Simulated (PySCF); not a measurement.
A structure optimised at B3LYP-D3(BJ)/def2-SVP, used in a PySCF frequency run:

```
B
F 1 1.3325
C 1 1.5245 2 119.72
C 3 1.2174 2 153.76 1 180.00
H 4 1.0752 2 162.27 1 180.00
C 1 1.5762 2 116.60 3 180.00
F 6 1.3811 1 113.72 2 180.00
H 6 1.1092 7 109.39 1 122.37
H 6 1.1092 8 105.63 7 -117.65
```

Write its SMILES, formula and point group.

C#CB(F)CF, C3H3BF2, Cs

What are its rotational constants (standard atomic weights)?

4.0101, 2.9973, 1.7338 GHz
